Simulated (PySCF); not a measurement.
Input of a run (PBE0-D3(BJ)/def2-SVP geometry optimisation, gas phase (PySCF 2.14.0)), started from GFN2-xTB:
```
{"job": {"xc": "PBE0", "basis": "def2-SVP", "d3": "d3bj", "grid": 1, "kind": "geom"}, "charge": 0, "multiplicity": 1}
C      2.061326    -0.447834     0.504456
C      0.984767     0.034344     0.266736
B     -0.370168     0.654366    -0.034108
N     -1.432603    -0.171776    -0.355373
H      3.005028    -0.863160     0.715154
H     -0.524465     1.817199     0.004520
H     -1.356967    -1.174524    -0.403258
H     -2.357860     0.160799    -0.567211
```

Output (energies in Eh, forces in Eh/bohr):
```
step   0  E = -157.88964011  max force = 0.017800
step   1  E = -157.89137042  max force = 0.003119
step   2  E = -157.89137964  max force = 0.000876
step   3  E = -157.89138546  max force = 0.001020
step   4  E = -157.89138771  max force = 0.000222
optimisation converged
```

Question: Summarise the run.

Answer: The energy falls by 1.1 kcal/mol over 5 energy and gradient evaluations, the largest force component goes from 0.0178 to 2.2e-04 Eh/bohr, and the atoms move by 0.035 Å rms after alignment. The bond that changes most is B3–H6 (three-coordinate boron to B–H hydrogen), which lengthens by 0.036 Å. Bonds longer at the end by more than 0.005 Å: 7 of 7; shorter: 0. The energy never rose by more than 1e-6 Eh on the way. The first step brought 99 % of the lowering.

Question: What are the final bond lengths?

Answer: C1≡C2 1.218 Å, C2–B3 1.535 Å, B3–N4 1.391 Å, C1–H5 1.075 Å, B3–H6 1.209 Å, N4–H7 1.012 Å, N4–H8 1.011 Å. Numbering counts from 1 in the input's order; the species is `C#CBN`.

The run used 76 basis functions and 30 SCF cycles in all.

Whether it is a minimum is left open (no frequencies).

Conformer computed: `[CH:1]#[C:2][BH:3][NH2:4]`: H–N4–B3–C2 0°, H–N4–B3–C2 180°.
